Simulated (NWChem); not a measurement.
**H4N2Si**

```xyz
7

Si     0.0000     0.0000    -0.6665
N      1.3245     0.0000     0.4435
H      1.2910     0.0000     1.4591
H      2.2784     0.0000     0.1014
N     -1.3245     0.0000     0.4435
H     -2.2784     0.0000     0.1014
H     -1.2910     0.0000     1.4591
```
Charge 0, spin multiplicity 1.

All runs are NWChem calculations. Structure: optimised with PBE0/def2-SVP, a minimum by its harmonic frequencies. It is one conformer; others weren't searched.

Symmetry labels belong to the abelian group C2v used in the runs, with the axes of the coordinates shown.

The structure started from a generated list of species.

**Question.** List the lowest 4 singlet excitations that TDA-PBE0/def2-SVPD gives, with oscillator strengths.

**Answer.** 
| state | symmetry | energy (eV) | wavelength (nm) | f |
|---|---|---|---|---|
| 1 | b2 | 5.49 | 226 | 0.140 |
| 2 | b1 | 6.03 | 206 | 0.006 |
| 3 | a1 | 6.14 | 202 | 0.034 |
| 4 | b1 | 6.53 | 190 | 0.442 |
